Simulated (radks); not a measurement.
Results of a calculation; reference values are marked as such.
Cl2+, 15 electrons, occupied as [Ne] 3s2 3p3 (the NIST ground configuration).

Level of theory: scalar-relativistic Kohn-Sham, BP86, spin-polarised, spherical densities, finite nucleus; open shells are filled with parallel spins first; Fermi nuclear charge, rms radius 3.3654 fm (a radial shooting solver on a logarithmic mesh with Libxc functionals).

Energy parts (eV):
part                      energy
total                 -12525.833
kinetic                12584.398
electron-nucleus      -29475.110
Hartree                 5116.825
exchange-correlation    -751.946

Orbitals (lengths in bohr, moments of r in powers of bohr; r(max) is where P^2 peaks; r(90%) holds 90 % of the orbital's charge):
| orbital | occ. | eigenvalue (eV) | r(90%) | r(max) | <r^4> | <r^2> |
|---|---|---|---|---|---|---|
| 1s up | 1 | -2781.311 | 0.162 | 0.05945 | 0.0003200 | 0.01113 |
| 1s down | 1 | -2780.715 | 0.162 | 0.05945 | 0.0003198 | 0.01113 |
| 2s up | 1 | -280.6874 | 0.694 | 0.3614 | 0.09903 | 0.2342 |
| 2s down | 1 | -280.1220 | 0.693 | 0.3617 | 0.09820 | 0.2337 |
| 2p up | 3 | -219.7983 | 0.675 | 0.3012 | 0.09062 | 0.2058 |
| 2p down | 3 | -219.0085 | 0.674 | 0.3016 | 0.08963 | 0.2053 |
| 3s up | 1 | -46.4176 | 2.14 | 1.247 | 8.860 | 2.364 |
| 3s down | 1 | -42.5451 | 2.17 | 1.245 | 9.463 | 2.419 |
| 3p up | 3 | -33.0956 | 2.41 | 1.344 | 14.26 | 2.925 |
| 3p down | 0 | -29.4250 | 2.49 | 1.351 | 16.39 | 3.087 |
| 3d up | 0 | -14.9709 | 3.34 | 1.617 | 53.22 | 5.215 |
| 4s up | 0 | -12.5542 | 5.38 | 3.338 | 356.8 | 15.51 |
| 3d down | 0 | -12.2333 | 3.85 | 1.740 | 91.97 | 6.698 |

The highest occupied level is 3p up at -33.096 eV. The density falls to 0.001 e/bohr^3 at r = 3.26 bohr.
